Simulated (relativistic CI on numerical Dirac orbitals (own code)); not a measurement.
**One change at a time: Pm⁺**

Base calculation: Dirac-Coulomb-Breit CI, separate exchange-only KLI orbitals for each configuration, model QED (radiative potential, 1s self-energy scaled to tabulated hydrogen-like ionisation energies), valence Slater integrals scaled by 0.85, P86 correlation energy added to each configuration.

Configuration list (outside the closed core [Xe]): 4f⁵6s, 4f⁵6p, 4f⁴6s², 4f³6s²5d, 4f⁵7s, 4f³6s7s², 4f⁴7s², 4f³6s²7s. The list is cut by size and lacks configurations that can hold low levels.

Variants: (1) Slater integrals left unscaled; (2) self-excluded LDA correlation estimate; (3) configuration mixing switched off; (4) Breit term removed. Shifts of the energy above 4f⁵6s ⁷H°2, in cm⁻¹, for the lowest level and the first level of each name with at least 55 % of one term (blank where a level changes its place among those of its configuration and J or its character, or is not in the variant):

| Level | Base | Δ(1) | Δ(2) | Δ(3) | Δ(4) | Measured |
| --- | --- | --- | --- | --- | --- | --- |
| 4f⁵6s ⁷H°2 | 0.0 | 0.0 | 0.0 | 0.0 | 0.0 | 0.0 |
| 4f⁵6s ⁷H°3 | 494.0 | +6.5 | +0.1 | +2.3 | +51.7 | 446.4 |
| 4f⁵6s ⁷H°4 | 1185.8 | +2.0 | +0.1 | +2.4 | +140.3 | 1133.5 |
| 4f⁵6s ⁷H°5 | 2034.9 | +1.1 | +0.1 | +1.7 | +251.3 | 1983.5 |
| 4f⁵6s ⁵H°3 | 2270.1 | +343.0 | +2.6 | +54.3 | +54.0 | 1603.0 |
| 4f⁵6s ⁷H°6 | 3002.7 | +12.5 | 0.0 | +0.7 | +375.8 | 2950.3 |
| 4f⁵6s ⁵H°4 | 3348.6 | +331.1 | +2.5 | +52.9 | +194.8 | 2666.8 |
| 4f⁵6s ⁷H°7 | 4056.8 | +40.8 | 0.0 | -0.3 | +508.6 | 4000.2 |
| 4f⁵6s ⁵H°5 | 4526.9 | +345.1 | +2.5 | +52.2 | +340.0 | 3812.3 |
| 4f⁵6s ⁷H°8 | 5169.3 | +88.6 | -0.1 | -1.2 | +645.6 |  |
| 4f⁵6s ⁷F°0 | 5726.7 | +805.9 | 0.0 | -0.4 | +99.4 | 5280.9 |
| 4f⁵6s ⁵H°6 | 5772.4 | +384.2 | +2.5 | +51.8 | +487.9 | 5017.8 |
| 4f⁵6s ⁷F°1 | 5837.5 | +818.5 | 0.0 | -0.2 | +105.6 | 5391.5 |
| 4f⁵6s ⁷F°2 | 6082.0 | +839.7 | 0.0 | +0.2 | +122.8 | 5632.4 |
| 4f⁵6s ⁷F°3 | 6507.4 | +859.9 | 0.0 | +0.6 | +162.3 | 6048.5 |
| 4f⁵6s ⁵H°7 | 7057.3 | +448.3 | +2.4 | +51.5 | +636.0 |  |
| 4f⁵6s ⁷F°4 | 7176.1 | +863.2 | 0.0 | +0.5 | +243.4 | 6705.2 |
| 4f⁵6s ⁵F°1 | 7774.6 | +1182.4 | +2.6 | +55.2 | +102.4 | 6629.4 |
| 4f⁵6s ⁷F°5 | 8079.2 | +860.5 | 0.0 | -0.3 | +358.7 |  |
| 4f⁵6s ⁵F°2 | 8151.3 | +1210.6 | +2.6 | +54.6 | +131.9 | 7012.9 |
| 4f⁵6s ⁵F°3 | 8850.3 | +1216.8 | +2.5 | +53.7 | +215.3 | 7701.1 |
| 4f⁵6s ⁷F°6 | 9160.0 | +869.2 | -0.1 | -1.2 | +491.9 |  |

For a near-neutral ion this model can misplace configurations by up to about 10,000 cm⁻¹ (more where the count of f electrons changes) and terms by 10 to 25 % of their spread. Rates follow the energies as ν³ (E1, M1) or ν⁵ (E2), so they and the lifetimes can be off by large factors. The fine structure of a lone outer electron comes out too small, for d and f at times inverted, and misplaced configurations move strength between like terms. 22 of the 33 excited levels that our extract of the measured tables holds in this range could be paired (the sources list more); they are missed by 894 cm⁻¹ on average and 2286 at most, and levels without a partner can miss by more. Some levels of the ground configuration have no partner and can miss by 10 % or more.

Measured levels: NIST Handbook of Basic Atomic Spectroscopic Data (Sansonetti and Martin, J. Phys. Chem. Ref. Data 34, 1559 (2005)).

Ionisation energy from the two ground configurations alone: base 10.57 eV; Slater integrals left unscaled 10.58 eV; self-excluded LDA correlation estimate 10.68 eV; Breit term removed 10.58 eV. The NIST ASD value (semi-empirical) is 10.938 eV. The gap of more than 2 % comes from missing correlation, or from a tabulated value that is itself an estimate.

LS names give the leading component of a level, which can be under half, so a name can repeat, a term be missing and a line seem to break the LS rules.
